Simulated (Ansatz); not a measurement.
Bond stretch in ClBe (cation, charge +1), lowest singlet found (which spin is the ground state isn't settled by this scan).

Levels of theory: RHF/cc-pVDZ (Ansatz, an electronic-structure program); RMP2 = MP2 on RHF/cc-pVDZ, frozen core run with Ansatz; UHF/cc-pVDZ (Ansatz); UMP2 = MP2 on UHF/cc-pVDZ, frozen core (Ansatz); RKS-BLYP = restricted BLYP/cc-pVDZ in Ansatz; UKS-BLYP = unrestricted BLYP/cc-pVDZ (Ansatz); RKS-B3LYP = Ansatz with restricted B3LYP/cc-pVDZ; UKS-B3LYP = Ansatz with unrestricted B3LYP/cc-pVDZ; RKS-PBE = restricted PBE/cc-pVDZ (Ansatz); UKS-PBE = unrestricted PBE/cc-pVDZ run with Ansatz; FCI = full CI/cc-pVDZ, frozen core (Ansatz).

All curves are set to zero at 1.73 Å and compared with full CI in the same basis at 1.73, 1.79, 1.88, 1.94, 2.01, 2.08, 2.15, 2.22, 2.37, 2.51, 2.69, 2.89 Å.

Task: Which method stays most parallel to full CI over these points, and which least?

Result: UKS-PBE has the smallest spread and UHF the largest. In order (mEh): UKS-PBE 1.95, UKS-B3LYP 3.11, RKS-BLYP 5.73, UKS-BLYP 7.10, RKS-PBE 7.61, RKS-B3LYP 10.47, RMP2 18.88, RHF 30.00, UMP2 30.13, UHF 44.35.

Errors against full CI at some of the points (mEh):

```
method     2.15 Å  2.51 Å  2.89 Å
---------  ------  ------  ------
UKS-PBE      -1.4    -1.6    -1.2
UKS-B3LYP     1.1     2.4     0.6
RKS-BLYP     -3.4    -5.7    -1.0
UKS-BLYP     -3.4    -6.2    -7.1
RKS-PBE      -1.4    -1.3     5.7
RKS-B3LYP     1.1     2.5    10.5
RMP2          2.8     8.3    18.9
RHF           5.4    13.2    30.0
UMP2          2.8    30.1     4.1
UHF           5.4    -9.2   -37.7
```

The scan ran from 1.42 to 6.71 Å; beyond the distances shown full CI changes its symmetry label. The restricted form behind RHF, RMP2, RKS-BLYP, RKS-B3LYP, RKS-PBE keeps the bonding electrons paired and can't separate into open-shell fragments. The unrestricted solution behind UHF, UMP2 changes between 2.37 and 2.51 Å, which can leave a kink. The unrestricted determinant behind UHF, UMP2 is spin-contaminated at 2.37 to 2.89 Å (<S²> up to 1.0, against 0.00 for a pure singlet). The unrestricted determinant behind UKS-BLYP is spin-contaminated at 2.51 to 2.89 Å (<S²> up to 0.6, against 0.00 for a pure singlet). The unrestricted determinant behind UKS-B3LYP is spin-contaminated at 2.51 to 2.89 Å (<S²> up to 0.8, against 0.00 for a pure singlet). The unrestricted determinant behind UKS-PBE is spin-contaminated at 2.51 to 2.89 Å (<S²> up to 0.7, against 0.00 for a pure singlet).
